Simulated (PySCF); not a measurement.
Sb(F)2(OMe) (CH3F2OSb), SMILES C[O][Sb]([F])[F]. Atoms are numbered in the order given.

```xyz
8

Sb    -0.5073     0.3148     0.0000
F     -0.4309    -1.0224     1.4059
F     -0.4309    -1.0224    -1.4059
O      1.4103     0.7303     0.0000
C      2.3923    -0.2998     0.0000
H      3.3827     0.1812     0.0000
H      2.3060    -0.9395     0.8948
H      2.3060    -0.9395    -0.8948
```

Coordinates come from a B3LYP-D3(BJ)/def2-SVP optimisation. The structure was generated by enumeration; whether it is a known compound was not checked. The def2 effective core potentials stand for the cores of Sb; spin–orbit coupling is left out. The values are those of a single conformer.

Level of theory: HF/def2-TZVP (PySCF).

Computed frontier levels, gap, dipole moment and polarisability:
The highest occupied level comes out as -12.09 eV and the lowest empty level is 1.37 eV. The orbital gap comes out as 13.46 eV, the dipole moment is 2.58 D and the quadrupole, principal values (traceless, Buckingham form, about the centre of nuclear charge) is -6.33, -5.08, 11.41 D·Å. The mean static polarisability comes out as 46.9 bohr³ (6.95 Å³) and the polarisability, principal values is 42.5, 44.0, 54.3 bohr³.
